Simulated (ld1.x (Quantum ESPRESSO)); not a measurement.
## hafnium, ultrasoft: configuration errors across variants

* Element: Hf
* Generator: ld1.x (Quantum ESPRESSO) 7.5
* Type: ultrasoft
* Functional: PBE
* Relativity: scalar-relativistic
* Frozen core: [Kr] 4d10
* Valence charge: 26
* Reference configuration: 4f14 5s2 5p6 5d2 6s1 6p0 (charge +1)
* Partial waves: 5s (bound): rcut 1.50, rcutus 1.65 bohr; 6s (bound): rcut 1.50, rcutus 1.65 bohr; 5p (bound): rcut 1.75, rcutus 1.90 bohr; 6p (bound, empty): rcut 1.75, rcutus 1.90 bohr; 5d (bound): rcut 1.55, rcutus 2.00 bohr; 5d channel at -0.3 Ry: rcut 1.55, rcutus 2.00 bohr; 4f (bound): rcut 1.00, rcutus 1.15 bohr; 4f channel at 2.25 Ry: rcut 1.00, rcutus 1.15 bohr
* Local potential: all-electron potential smoothed inside 1.00 bohr (lloc = -1)
* Core correction: Bessel-smoothed model core inside 0.95 bohr
* Augmentation charge: PSQ, radius 0.85 bohr

All-electron excitation energies from the reference (eV): (1) 4f14 5s2 5p6 5d2 6s2 6p0 -7.976; (2) 4f14 5s2 5p6 5d2 6s0 6p0 14.180; (3) 4f14 5s2 5p6 5d1 6s0 6p0 35.974; (4) 4f14 5s2 5p6 5d0 6s0 6p0 68.827; (5) 4f14 5s2 5p6 5d2 6s1 6p1 -4.150; (6) 4f13 5s2 5p6 5d2 6s2 6p0 17.353; (7) 4f14 5s2 5p6 5d2 6s1.5 6p0 -4.722.

The overlap operator is not positive definite (basis up to 400 Ry) in “base”, “all radii but the core radius scaled by about 0.88 (s 1.46, p 1.68, d 1.76, f 1.02 bohr, rcut 1.32/1.54/1.36/0.88); local potential all-electron potential smoothed inside 0.88 bohr (lloc = -1); augmentation PSQ, radius 0.74 bohr”, “all radii but the core radius scaled by about 1.04 (s 1.70, p 1.96, d 2.08, f 1.20 bohr, rcut 1.56/1.82/1.60/1.04); local potential all-electron potential smoothed inside 1.04 bohr (lloc = -1); augmentation PSQ, radius 0.88 bohr”, “all radii but the core radius scaled by about 1.09 (s 1.80, p 2.06, d 2.18, f 1.24 bohr, rcut 1.62/1.90/1.68/1.08); local potential all-electron potential smoothed inside 1.08 bohr (lloc = -1); augmentation PSQ, radius 0.92 bohr”, “all radii but the core radius scaled by about 1.19 (s 1.96, p 2.26, d 2.38, f 1.36 bohr, rcut 1.78/2.08/1.84/1.20); local potential all-electron potential smoothed inside 1.20 bohr (lloc = -1); augmentation PSQ, radius 1.02 bohr”. Such files are unfit for use, however small their errors in these radial tests.

4 further variants failed, have other tests or too few solved ones, and are left out.

A true bound ghost makes a file unfit for plane-wave use even where its test errors are small: the radial tests pick states by their node count and pass the ghost by.

Errors AE − PS in meV (a dash: test not solved or not reliable):

| change | (1) | (2) | (3) | (4) | (5) | (6) | (7) | bound ghosts |
| --- | --- | --- | --- | --- | --- | --- | --- | --- |
| base | +2.9 | -4.5 | -6.7 | -9.9 | +1.9 | +192 | +1.7 | not determined (overlap not positive) |
| all radii but the core radius scaled by about 0.76 (s 1.26, p 1.44, d 1.52, f 0.88 bohr, rcut 1.14/1.34/1.18/0.76); local potential all-electron potential smoothed inside 0.76 bohr (lloc = -1); augmentation PSQ, radius 0.64 bohr | +2.8 | -4.3 | -8.9 | -26 | +1.8 | -55 | +1.6 | s, p |
| all radii but the core radius scaled by about 0.88 (s 1.46, p 1.68, d 1.76, f 1.02 bohr, rcut 1.32/1.54/1.36/0.88); local potential all-electron potential smoothed inside 0.88 bohr (lloc = -1); augmentation PSQ, radius 0.74 bohr | +2.8 | -4.7 | -7.5 | -14 | +1.9 | – | – | s (p not tested, overlap not positive) |
| all radii but the core radius scaled by about 1.04 (s 1.70, p 1.96, d 2.08, f 1.20 bohr, rcut 1.56/1.82/1.60/1.04); local potential all-electron potential smoothed inside 1.04 bohr (lloc = -1); augmentation PSQ, radius 0.88 bohr | +2.7 | -4.5 | -6.4 | -7.9 | +1.9 | +312 | +1.6 | not determined (overlap not positive) |
| all radii but the core radius scaled by about 1.09 (s 1.80, p 2.06, d 2.18, f 1.24 bohr, rcut 1.62/1.90/1.68/1.08); local potential all-electron potential smoothed inside 1.08 bohr (lloc = -1); augmentation PSQ, radius 0.92 bohr | +2.7 | -4.4 | -34 | -96 | +1.9 | +556 | +1.6 | s (p not tested, overlap not positive) |
| all radii but the core radius scaled by about 1.19 (s 1.96, p 2.26, d 2.38, f 1.36 bohr, rcut 1.78/2.08/1.84/1.20); local potential all-electron potential smoothed inside 1.20 bohr (lloc = -1); augmentation PSQ, radius 1.02 bohr | -0.9 | -8.5 | +51 | – | – | – | – | s (p not tested, overlap not positive) |

(1) Give the same row for: all radii but the core radius scaled by about 0.96 (s 1.58, p 1.82, d 1.92, f 1.10 bohr, rcut 1.44/1.68/1.48/0.96); local potential all-electron potential smoothed inside 0.96 bohr (lloc = -1); augmentation PSQ, radius 0.82 bohr.

## Answers

(1) +3.0, -4.5, -7.4, -14, +1.9, +125, +1.7; bound ghosts: s.
